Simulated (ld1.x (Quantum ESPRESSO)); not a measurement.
# iron: one change to an ultrasoft potential, before and after

* Element: iron (Fe)
* Generator: ld1.x (Quantum ESPRESSO) 7.5
* Type: ultrasoft
* Functional: PBE
* Relativity: scalar-relativistic
* Frozen core: [Ar]
* Valence charge: 8
* Reference configuration: 3d6 4s1.5 4p0 (charge +0.5)
* Partial waves: 4s (bound): rcut 1.55, rcutus 2.10 bohr; 4s channel at 0.7 Ry: rcut 1.55, rcutus 2.10 bohr; 4p (bound, empty): rcut 2.05, rcutus 2.45 bohr; 4p channel at 0.2 Ry: rcut 2.05, rcutus 2.45 bohr; 3d (bound): rcut 1.45, rcutus 1.70 bohr; 3d channel at 0.9 Ry: rcut 1.45, rcutus 1.70 bohr
* Local potential: all-electron potential smoothed inside 2.35 bohr (lloc = -2)
* Core correction: Bessel-smoothed model core inside 1.30 bohr
* Augmentation charge: PSQ, radius 1.10 bohr

Change: waves 4p (bound): rcut 1.56, rcutus 1.66 bohr; 4p channel at 0.2 Ry: rcut 1.56, rcutus 1.66 bohr.

Cutoffs: the cutoffs (Ry, on a coarse ladder) from which the occupation-weighted sum of valence levels, in a spherical-Bessel basis at the reference potential, stays within 10 and 1 mRy of its value at 400 Ry; they do not see the model core or the augmentation charge, which bear on the density cutoff. Errors are all-electron minus pseudo energies relative to the spin-unpolarised reference configuration.

Task: How do hardness, ghosts and transferability respond?

Result: The potential gets neither clearly harder nor softer (35 Ry and 55 Ry → 35 Ry and 55 Ry); a bound ghost appears in p, which as a rule spoils a file; the number of tests that count goes from 6 to 4; the errors of the 4 common tests hardly move.

```tsv
quantity	base	changed
cutoff, loose	35 Ry	35 Ry
cutoff, tight	55 Ry	55 Ry
bound ghosts	none	p
tests counted (converged, no solver errors)	6 of 7	4 of 7
error for 3d6 4s2 4p0, meV [ΔE -3.48 eV]	+0.1	+0.1
error for 3d6 4s1 4p0, meV [ΔE 5.25 eV]	-0.8	-0.8
error for 3d6 4s0 4p0, meV [ΔE 21.45 eV]	-5.9	-5.9
error for 3d6.5 4s1.5 4p0, meV [ΔE -4.21 eV]	-17	-17
lowest overlap eigenvalue by channel	s 0.46, p 0.66, d 0.23	s 0.46, p 0.13, d 0.23
```

Base: Tests not counted: 3d4 4s0 4p0 (solver errors, printed error -224 eV). Changed file: Tests not counted: 3d6 4s0 4p2 (solver errors, printed error -11.0 eV); 3d4 4s0 4p0 (solver errors, printed error -224 eV); 3d5 4s2 4p1 (solver errors, printed error -3.0 eV). A true bound ghost makes a file unfit for plane-wave use even where its test errors are small: the radial tests pick states by their node count and pass the ghost by. Where a test does run into it, the solver fails or the error is huge.
